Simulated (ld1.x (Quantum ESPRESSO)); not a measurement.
**u(r) = r·R(r): atom against pseudo-atom (S)**

Columns: radius, all-electron u(r) and pseudo u(r) of the 3p shell (level -7.01 eV) of sulfur in the configuration [Ne] 3s2 3p4; PBE, scalar-relativistic, PAW scheme, ld1.x (Quantum ESPRESSO) 7.5.

```tsv
r (bohr)	all-electron	pseudo
0.085	0.1308	-0.0075
0.170	0.2766	-0.0298
0.255	0.3298	-0.0655
0.340	0.2994	-0.1129
0.425	0.2145	-0.1696
0.510	0.1010	-0.2327
0.595	-0.0230	-0.2994
0.680	-0.1456	-0.3668
0.765	-0.2598	-0.4322
0.850	-0.3620	-0.4933
0.935	-0.4508	-0.5485
1.020	-0.5260	-0.5965
1.105	-0.5880	-0.6368
1.190	-0.6372	-0.6691
1.275	-0.6747	-0.6939
1.360	-0.7015	-0.7118
1.445	-0.7189	-0.7235
1.530	-0.7282	-0.7296
1.615	-0.7306	-0.7308
1.700	-0.7272	-0.7272
1.785	-0.7190	-0.7190
1.870	-0.7068	-0.7068
1.955	-0.6915	-0.6915
2.040	-0.6737	-0.6737
2.125	-0.6541	-0.6541
2.210	-0.6330	-0.6330
```

Q: How many radial nodes do the two functions have?

A: The all-electron 3p function has n − l − 1 = 1; the pseudo-wave has 0, since the states of the same l below it are removed with the core.

Q: At about which radius was the pseudo-wave matched?

A: 1.70 bohr, where the columns begin to agree (steps of 0.09 bohr).

Q: Is the pseudo-wave norm-conserving?

A: No, it belongs to a PAW set: the norm inside the radius is not constrained, and the difference is carried by the augmentation charge.
